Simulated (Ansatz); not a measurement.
CH$_{5}$NSSi, SMILES `NC([SiH3])=S`. The species carries charge 0 and has multiplicity 1. Geometry: relaxed with PBE0-D4/def2-TZVP. It is one conformer, not always the lowest.

```xyz
9

N     0.993    1.018   -0.616
C     0.030    0.097   -0.713
Si   -0.653   -0.712    0.856
S    -0.628   -0.404   -2.132
H     1.355    1.447   -1.455
H     1.370    1.298    0.273
H    -0.403   -2.169    0.781
H    -2.100   -0.418    0.946
H     0.037   -0.157    2.061
```

Question: What is the dipole moment at ωB97M-V/def2-TZVPP? (Estimate.)

Answer: The calculation gave: 3.90 D, with components (2.29, 1.98, 2.45) D in this frame, pointing from negative to positive charge.

Question: And with PBE, r2SCAN, B3LYP? (Best estimate.)

Answer: Ansatz gave: PBE 3.74 D, r2SCAN 3.90 D, B3LYP 3.83 D.

Question: Give the Mulliken charges with ωB97M-V, B3LYP, r2SCAN in def2-TZVPP. (Estimate.)

Answer: The calculation gave: 
```csv
atom,ωB97M-V,B3LYP,r2SCAN
N1,-0.17,-0.21,-0.24
C2,0.02,0.08,0.07
Si3,0.17,0.28,0.30
S4,-0.27,-0.31,-0.31
H5,0.14,0.16,0.18
H6,0.15,0.17,0.19
H7,0.00,-0.04,-0.05
H8,0.00,-0.04,-0.05
H9,-0.05,-0.09,-0.09
```

B3LYP here is the variant with VWN-RPA as its local correlation; programs differ in this.
